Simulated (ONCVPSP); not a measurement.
**Reading a pseudo-wave (molybdenum)**

Columns: radius, all-electron u(r) and pseudo u(r) of the 4d shell (level -5.65 eV) of molybdenum in the configuration [Ar] 3d10 4s2 4p6 4d4 5s2; PBE, scalar-relativistic, ONCV scheme, ONCVPSP 4.0.1.

```json
{"r (bohr)": "0.108", "all-electron": "-0.1501", "pseudo": "0.0023"}
{"r (bohr)": "0.215", "all-electron": "-0.3401", "pseudo": "0.0172"}
{"r (bohr)": "0.322", "all-electron": "-0.3330", "pseudo": "0.0544"}
{"r (bohr)": "0.430", "all-electron": "-0.1826", "pseudo": "0.1191"}
{"r (bohr)": "0.538", "all-electron": "0.0221", "pseudo": "0.2096"}
{"r (bohr)": "0.645", "all-electron": "0.2234", "pseudo": "0.3175"}
{"r (bohr)": "0.752", "all-electron": "0.3976", "pseudo": "0.4329"}
{"r (bohr)": "0.860", "all-electron": "0.5373", "pseudo": "0.5449"}
{"r (bohr)": "0.968", "all-electron": "0.6399", "pseudo": "0.6415"}
{"r (bohr)": "1.075", "all-electron": "0.7084", "pseudo": "0.7149"}
{"r (bohr)": "1.182", "all-electron": "0.7493", "pseudo": "0.7628"}
{"r (bohr)": "1.290", "all-electron": "0.7681", "pseudo": "0.7860"}
{"r (bohr)": "1.398", "all-electron": "0.7700", "pseudo": "0.7879"}
{"r (bohr)": "1.505", "all-electron": "0.7595", "pseudo": "0.7739"}
{"r (bohr)": "1.612", "all-electron": "0.7403", "pseudo": "0.7498"}
{"r (bohr)": "1.720", "all-electron": "0.7149", "pseudo": "0.7198"}
{"r (bohr)": "1.828", "all-electron": "0.6856", "pseudo": "0.6874"}
{"r (bohr)": "1.935", "all-electron": "0.6544", "pseudo": "0.6548"}
{"r (bohr)": "2.042", "all-electron": "0.6221", "pseudo": "0.6221"}
{"r (bohr)": "2.150", "all-electron": "0.5893", "pseudo": "0.5893"}
{"r (bohr)": "2.258", "all-electron": "0.5569", "pseudo": "0.5569"}
{"r (bohr)": "2.365", "all-electron": "0.5256", "pseudo": "0.5256"}
{"r (bohr)": "2.472", "all-electron": "0.4952", "pseudo": "0.4952"}
{"r (bohr)": "2.580", "all-electron": "0.4658", "pseudo": "0.4658"}
{"r (bohr)": "2.688", "all-electron": "0.4377", "pseudo": "0.4377"}
{"r (bohr)": "2.795", "all-electron": "0.4112", "pseudo": "0.4111"}
```

How many radial nodes do the two functions have?

The all-electron 4d function has n − l − 1 = 1; the pseudo-wave has 0, since the states of the same l below it are removed with the core.

At about which radius was the pseudo-wave matched?

2.15 bohr. The columns agree to 0.0005 from 1.94 bohr on; several derivatives are matched, so the curves merge somewhat inside the radius.

Is the pseudo-wave norm-conserving?

Yes: the ONCV scheme keeps the norm inside the radius equal to the all-electron one, which fixes the energy derivative of the logarithmic derivative at the level.
